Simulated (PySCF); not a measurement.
A structure optimised at PBE0-D3(BJ)/def2-SVP, used in a PySCF frequency run:

```
Cl
Y 1 2.6423
Cl 2 2.4251 1 112.91
Cl 2 2.4251 3 117.12 1 133.73
Y 1 2.6423 2 96.54 3 -112.14
Cl 5 2.4251 1 112.91 2 112.14
Cl 5 2.4251 6 117.12 1 -133.73
Cl 5 2.6423 6 112.91 7 -133.73
```
Charge 0, spin multiplicity 1.

### Question
Write its SMILES, formula and point group.

### Answer
[Cl][Y]12([Cl])<-[Cl][Y]1([Cl])([Cl])<-[Cl]2, Cl6Y2, D2h

### Question
What are its rotational constants (standard atomic weights)?

### Answer
0.61160, 0.21089, 0.18152 GHz
